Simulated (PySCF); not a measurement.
## Run times: iron in aug-cc-pVDZ

Measured wall times of calculations with PySCF 2.14 in aug-cc-pVDZ, with no relativity, point nucleus, run from one Python driver. Hardware: 1 thread of Neoverse-V2 on a shared host, 1.3 GiB allowed. The two-electron integrals over 59 functions were computed once and kept in memory (0.76 CPU seconds with the set-up); the times below exclude them. Kohn-Sham runs start from converged Hartree-Fock orbitals.

Launch command (the driver calls PySCF for each step listed in the task file):

```bash
OMP_NUM_THREADS=1 python atomrun2.py TASK.json OUT
```

```
         species               step  iterations  wall time (s)
 Fe [Ar] 3d6 4s2                UHF           9           0.38
 Fe [Ar] 3d6 4s2                PBE           6            1.1
 Fe [Ar] 3d6 4s2  MP2 (8 electrons)                       0.07
Fe⁺ [Ar] 3d6 4s1                UHF           7           0.28
Fe⁺ [Ar] 3d6 4s1               TPSS           6            2.5
Fe⁺ [Ar] 3d6 4s1                PBE           6            1.1
Fe⁺ [Ar] 3d6 4s1  MP2 (7 electrons)                       0.07
```

Problem. Roughly how long does TPSS take for Fe [Ar] 3d6 4s2 here?

Solution. About 3.2 s.

Peak memory of the process: 0.25 GiB. Times on a shared host vary from run to run.
